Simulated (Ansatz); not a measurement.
A nudged elastic band was laid between two geometries of Cl2FGe2H3 + ClH (10 atoms, charge 0, multiplicity 1).

Method: RHF/def2-SVP (Ansatz 0.2.0).

```json
{"movable images": "5", "climbing image": "yes", "spring": "5.0 eV/Å²", "optimiser": "quadratic models (default)", "start path": "through a guess of the saddle point", "force threshold": "0.05 eV/Å", "iteration limit": "60", "end points": "relaxed"}
```

Image 0:

```xyz
10
Properties=species:S:1:pos:R:3
Ge -0.214 -0.148 0.204
Ge -0.151 -0.406 2.643
H -0.920 -1.694 2.944
H 1.306 -0.519 3.076
H -0.845 0.806 3.260
Cl 1.501 -0.924 -0.824
Cl -0.525 1.872 -0.496
F -1.549 -1.010 -0.449
Cl 2.267 2.645 1.991
H 1.558 3.094 1.033
```

Image 6:

```xyz
10
Properties=species:S:1:pos:R:3
Ge 0.890 0.552 -0.910
Ge -0.405 0.156 3.613
H -1.584 -0.519 2.904
H 0.689 -0.875 3.906
H -0.892 0.772 4.932
Cl 1.408 -0.359 -2.744
Cl -0.990 1.507 -1.032
F 0.763 -0.678 0.259
Cl 2.390 1.893 -0.268
H 0.160 1.269 2.723
```

Q: Which bonds break or form, and what moves?

A: Bonds broken: Ge1–Ge2, Cl9–H10. Bonds formed: Ge1–Cl9, Ge2–H10. Cl2FGe2H3 + ClH becomes Cl3FGe + GeH4.

Q: Give the energies along the band, and the barrier.

A: It converged. The highest image is number 3 of 0 to 6, 3.06 eV above the first end and 3.40 eV above the last; the last end lies 0.34 eV below the first. A structure lower than the last end lies on the path between it and the top, so the climb from that side starts below the end, which may itself be a saddle point or a shallow side well. Neighbouring images differ by up to 3.0 eV, so the band resolves the path poorly. A vibrational analysis at the climbing image gives one clearly imaginary mode, 1437i cm⁻¹: a first-order saddle point. The orbitals stay closed-shell, which can raise the energy where a bond breaks towards radicals; this wasn't checked here.

```json
{"image": "0", "path coordinate (Å)": "0.00", "energy (eV)": "0.00", "Ge1–Ge2 (Å)": "2.45", "Cl9–H10 (Å)": "1.27", "Ge1–Cl9 (Å)": "4.14"}
{"image": "1", "path coordinate (Å)": "2.21", "energy (eV)": "0.02", "Ge1–Ge2 (Å)": "2.45", "Cl9–H10 (Å)": "1.27", "Ge1–Cl9 (Å)": "4.28"}
{"image": "2", "path coordinate (Å)": "4.42", "energy (eV)": "0.14", "Ge1–Ge2 (Å)": "2.46", "Cl9–H10 (Å)": "1.27", "Ge1–Cl9 (Å)": "3.81"}
{"image": "3", "path coordinate (Å)": "6.64", "energy (eV)": "3.06", "Ge1–Ge2 (Å)": "2.76", "Cl9–H10 (Å)": "1.72", "Ge1–Cl9 (Å)": "2.70"}
{"image": "4", "path coordinate (Å)": "8.72", "energy (eV)": "0.10", "Ge1–Ge2 (Å)": "3.92", "Cl9–H10 (Å)": "2.50", "Ge1–Cl9 (Å)": "2.13"}
{"image": "5", "path coordinate (Å)": "10.81", "energy (eV)": "-0.35", "Ge1–Ge2 (Å)": "4.86", "Cl9–H10 (Å)": "3.91", "Ge1–Cl9 (Å)": "2.11"}
{"image": "6", "path coordinate (Å)": "12.90", "energy (eV)": "-0.34", "Ge1–Ge2 (Å)": "4.72", "Cl9–H10 (Å)": "3.78", "Ge1–Cl9 (Å)": "2.11"}
```

Q: What is the geometry of the highest image?

A: 
```xyz
10
Properties=species:S:1:pos:R:3
Ge 0.201 0.411 0.108
Ge 0.070 -0.092 2.816
H -1.444 -0.201 2.855
H 0.811 -1.415 2.736
H 0.642 0.870 3.846
Cl 1.923 -0.130 -0.990
Cl -1.280 1.584 -0.835
F -0.613 -1.120 0.233
Cl 1.435 2.631 1.035
H 0.684 1.177 1.577
```

The band took 30 iterations and roughly 28 core-minutes.

Run time: 7.5 min on 4 threads of Arm Neoverse V1 (shared host), peak memory 0.59 GiB.
